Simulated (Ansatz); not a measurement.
`N[SiH]([AlH2])[SiH3]` + HBr → `N[SiH]([SiH3])Br` + `[AlH3]`  (cleavage of the Si–Al bond)

Program: Ansatz. Geometries: PBE0-D4/def2-TZVP. ΔE: electronic, gas phase. CCSD(T)/CBS is the MP2 limit (def2-TZVPP, def2-QZVPP) plus CCSD(T) − MP2 in def2-TZVPP, frozen cores. This one scheme is used for every species. DFT in def2-TZVPP. B3LYP here is the variant with VWN-RPA as its local correlation; programs differ in this. For Br outer-core shells are correlated without core-valence functions, which leaves a few kJ/mol of doubt a bond. Scalar relativity is left out up to krypton. Each species was taken in one conformer, which may not be the lowest.

```
             level  ΔE (kJ/mol)  difference from CCSD(T)/CBS
            PBE-D4        -98.1                         17.9
         r2SCAN-D4       -111.4                          4.6
           PBE0-D4       -105.0                         11.0
          B3LYP-D4       -114.3                          1.7
           ωB97X-V       -116.1                         -0.1
           ωB97M-V       -121.9                         -5.9
            B2PLYP       -117.5                         -1.5
               PBE        -97.3                         18.7
            r2SCAN       -111.5                          4.5
              PBE0       -104.5                         11.5
             B3LYP       -112.7                          3.3
     HF/def2-TZVPP       -132.8                        -16.8
    MP2/def2-TZVPP       -123.7                         -7.7
SCS-MP2/def2-TZVPP       -122.8                         -6.8
   CCSD/def2-TZVPP       -112.5                          3.5
CCSD(T)/def2-TZVPP       -110.4                          5.6
     HF/def2-QZVPP       -132.8                        -16.8
    MP2/def2-QZVPP       -126.9                        -10.9
SCS-MP2/def2-QZVPP       -125.6                         -9.6
      HF/CBS(def2)       -132.8                        -16.8
     MP2/CBS(def2)       -129.3                        -13.3
    CCSD/CBS(def2)       -118.1                         -2.1
       CCSD(T)/CBS       -116.0                            0
```

Largest T1 diagnostic among the species: 0.013.

In def2-TZVPP, CCSD(T) changes the Hartree–Fock value by +22.4 kJ/mol (the triples alone add +2.1 kJ/mol) and MP2 by +9.1 kJ/mol. From PBE to PBE0 (25 % exact exchange), in def2-TZVPP and without D4, ΔE moves by −7.2 kJ/mol.
